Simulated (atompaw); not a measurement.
**Mn (Z = 25): one change to a PAW (atompaw) potential, before and after**

Mn, PAW, made with atompaw 4.2.0.5 (PBE, non-relativistic). Core [Ne], reference 3s2 3p6 3d5 4s1.5 4p0.5. Waves: 3s (bound): rc 1.00 bohr; 4s (bound): rc 1.30 bohr; 3p (bound): rc 1.55 bohr; 4p (bound): rc 1.80 bohr; 3d (bound): rc 1.80 bohr; 3d channel at -0.05 Ry: rc 1.80 bohr. Local part: vpsmatchnc scheme with l = 3 at 0 Ry, radius 1.70 bohr. Core correction: smooth core density matched at 0.90 bohr. Augmentation charge: besselshape compensation charge, radius 1.55 bohr; PAW radius 1.80 bohr; waves and projectors: custom polynom2 7 10 vanderbiltortho.

All-electron outer shells of the reference configuration (PBE, non-relativistic, ld1.x):

```tsv
shell	level (eV)	outermost node (bohr)	outermost maximum (bohr)
2p	-628.89	–	0.19
3s	-85.01	0.35	0.75
3p	-55.12	0.31	0.75
3d	-7.81	–	0.76
4s	-5.53	1.06	2.51
4p	-1.78	1.16	3.34
```

Change: local potential vpsmatchnc scheme with l = 3 at 0 Ry, radius 0.78 bohr.

Cutoffs: the cutoffs (Ry, on a coarse ladder) from which the occupation-weighted sum of valence levels, in a spherical-Bessel basis at the reference potential, stays within 10 and 1 mRy of its value at 400 Ry; they do not see the model core or the augmentation charge, which bear on the density cutoff.

Question: What does the change do?

Answer: The potential gets softer (45 Ry and 230 Ry → 40 Ry and 200 Ry); a bound ghost appears in s, which as a rule spoils a file. A state that the projectors do not describe sees the local part alone, so a deeper or shallower local part can create or remove a ghost.

```tsv
quantity	base	changed
cutoff, loose	45 Ry	40 Ry
cutoff, tight	230 Ry	200 Ry
bound ghosts	none	s
s: phases at 1.81 bohr within 0.05 rad from the reference energy up to (Ry; the scan ends near 5)	to the end of the scan	to the end of the scan
p: phases at 1.81 bohr within 0.05 rad from the reference energy up to (Ry; the scan ends near 5)	1.9	1.8
d: phases at 1.81 bohr within 0.05 rad from the reference energy up to (Ry; the scan ends near 5)	3.6	4.3
lowest overlap eigenvalue by channel	s 0.75, p 0.75, d 0.94	s 0.74, p 0.74, d 0.93
```

 A true bound ghost makes a file unfit for plane-wave use even where its test errors are small: the radial tests pick states by their node count and pass the ghost by. The cutoffs see the waves, projectors and local potential, not the compensation charge or the core.
